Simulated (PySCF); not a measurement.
# ZnO⁺ at PBE

Computed with PBE; basis Zn def2-TZVPPD, O def2-TZVPPD; no relativity; PySCF 2.14.

For ZnO⁺, the state is ²Π (doublet), unpaired electrons π ↑ and the bond length is 1.807 Å. The harmonic wavenumber is 610 cm⁻¹, the force constant is 2.80 mdyn/Å and the rotational constant Be is 0.4034 cm⁻¹. The anharmonicity ωexe is 3.95 cm⁻¹. The vibration–rotation constant αe is 0.00360 cm⁻¹ and the well depth De to Zn⁺ + O is 2.03 eV. The dissociation energy D0 is 1.99 eV and the bond order (Mayer) is 1.26. The dipole moment (positive dipole points towards O; it is taken about the centre of mass and depends on that origin) is -3.94 D.

For an ion De counts to the pair picked by the measured ionisation energies or electron affinities, which need not be the lowest pair at this level. The state was picked by a PBE0 search and need not be the measured ground state.
